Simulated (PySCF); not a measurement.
Compound: C₇H₁₄OSi.
Numbering: `[CH2:1]=[CH:2][C:3](=[CH2:4])[O:5][Si:6]([CH3:7])([CH3:8])[CH3:9]` (hydrogens: H10, H11 on C1; H12 on C2; H13, H14 on C4; H15, H16, H17 on C7; H18, H19, H20 on C8; H21, H22, H23 on C9)

Geometry (PBE0-D3(BJ)/def2-SVP, Å), atoms numbered from 1 in this order:
```
atom  x, y, z in Å
C1     3.3430    0.7256    0.0617
C2     2.8578   -0.5169   -0.0314
C3     1.4270   -0.8361   -0.0486
C4     0.9969   -2.1092   -0.1545
O5     0.6285    0.2421    0.0470
Si6   -1.0598    0.4087    0.0348
C7    -1.7356   -0.2050   -1.6004
C8    -1.8024   -0.5066    1.4903
C9    -1.3105    2.2498    0.2140
H10    4.4190    0.9131    0.0688
H11    2.6665    1.5807    0.1328
H12    3.5334   -1.3744   -0.1035
H13    1.7228   -2.9192   -0.2275
H14   -0.0613   -2.3730   -0.1711
H15   -2.8118    0.0184   -1.6782
H16   -1.2238    0.2948   -2.4376
H17   -1.6059   -1.2901   -1.7264
H18   -2.8823   -0.2984    1.5592
H19   -1.6728   -1.5962    1.4157
H20   -1.3330   -0.1751    2.4297
H21   -0.8666    2.6147    1.1530
H22   -2.3823    2.5036    0.2212
H23   -0.8367    2.7913   -0.6192
```

The closed-shell ground state was solved at several levels (PySCF, density fitting, gas phase, non-relativistic).

```
           level  basis functions  HOMO (eV)  LUMO (eV)  gap (eV)  dipole (D)
wB97X-D/pcSseg-1              230      -8.11       1.16      9.27        1.22
   PBE0/pcSseg-1              230      -6.33      -0.58      5.75        1.27
```

Problem. Estimate the row for wB97X-D/def2-SVPD, a basis of 299 functions; the other rows only guide the guess.

Solution. HOMO -8.13 eV, LUMO 1.09 eV, gap 9.22 eV, dipole 1.25 D.

Problem. Over all these levels, which gives the widest orbital gap and which the narrowest?

Solution. wB97X-D/pcSseg-1 (range-separated hybrid) has the widest, 9.27 eV, and PBE0/pcSseg-1 (global hybrid, 25 % exact exchange) the narrowest, 5.75 eV. The two share the basis. From the narrowest to the widest the HOMO moves by -1.78 eV and the LUMO by +1.74 eV.

Problem. How far do the dipole and the HOMO energy spread over the levels?

Solution. The dipole runs from 1.22 to 1.27 D (mean 1.25 D) and the HOMO from -8.13 to -6.33 eV.

One conformer stands for the species.
